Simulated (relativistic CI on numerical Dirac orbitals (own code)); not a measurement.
## Re X: sensitivity of the levels to the model

Base calculation: Dirac-Coulomb-Breit CI, separate exchange-only KLI orbitals for each configuration, model QED, unscaled Slater integrals.

Configurations in the expansion (outside the closed core [Kr] 4d10): 4f14 5s2 5p4, 4f13 5s2 5p5, 4f14 5s 5p5, 4f14 5s2 5p3 5d, 4f14 5s 5p4 5d, 4f13 5s2 5p4 5d, 4f14 5s2 5p3 5f, 4f14 5s2 5p3 6s, 4f14 5s2 5p3 5g, 4f14 5p6, 4f13 5p6 5d. Double excitations out of closed p, d and f shells are left out; levels of such configurations are missing from the list, as are those of other unlisted configurations, and high levels can miss mixing partners.

Variants: (1) configuration mixing switched off. Shifts of the energy above 4f14 5s2 5p4 3P_2, in cm⁻¹, for the lowest level and the first level of each name with at least 55 % of one term (blank where a level changes its place among those of its configuration and J or its character, or is not in the variant):

| Level | Base | Δ(1) |
| --- | --- | --- |
| 4f14 5s2 5p4 3P_2 | 0 | 0 |
| 4f13 5s2 5p5 3F_4 | 84212 | -8537 |
| 4f13 5s2 5p5 1F_3 | 85383 | -8591 |
| 4f13 5s2 5p5 3G_5 | 89987 | -8697 |
| 4f14 5s2 5p4 3P_1 | 98109 | +200 |
| 4f13 5s2 5p5 3F_3 | 101788 | -8545 |
| 4f13 5s2 5p5 3D_2 | 108592 | -8406 |
| 4f13 5s2 5p5 3D_1 | 118215 | -8576 |
| 4f13 5s2 5p5 3D_3 | 199144 | -8571 |
| 4f13 5s2 5p5 3G_3 | 214627 | -8663 |
| 4f14 5s 5p5 3P°_2 | 348351 | +32690 |
| 4f14 5s 5p5 3P°_0 | 445039 | +38942 |
| 4f14 5s2 5p3 5d 3D°_1 | 446611 | -6281 |
| 4f13 5s2 5p4 5d 5D°_4 | 447332 | -8454 |
| 4f13 5s2 5p4 5d 5G°_6 | 465215 | -8700 |
| 4f13 5s2 5p4 5d 5I°_8 | 470397 | -8738 |
| 4f13 5s2 5p4 5d 3I°_7 | 473995 | -8738 |

At this charge transitions that keep the count of f electrons are usually good to a few per cent. Levels and lines within the n = 5 or 6 shells can be off by up to 10 % or somewhat more, and those that change n by about 2 %, since core polarisation is missing. Levels that differ in their count of f electrons can be misplaced by several ten thousand cm⁻¹, since the correlation energy of f electrons is missing or only estimated; rates across such gaps can be off by orders of magnitude.

Ionisation energy from one configuration of each of the two ions, the ground ones as tabulated or assumed: base 181.721 eV. The NIST ASD value (theoretical) is 187 ± 9 eV.

LS names give the leading component of a level, which can be under half, so a name can repeat, a term be missing and a line seem to break the LS rules.
